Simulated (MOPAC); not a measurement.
MOPAC input (AM1):

```
AM1 FORCE THERMO(298,298) PRECISE LET GEO-OK AUX(PRECISION=9) THREADS=1
BeO

Be    0.00000000 1    0.00000000 1   -0.87121375 1
O     0.00000000 1    0.00000000 1    0.42900324 1
```

Q: Which zero-point energy does it print?

A: 1.88 kcal/mol, from the harmonic wavenumbers of AM1.
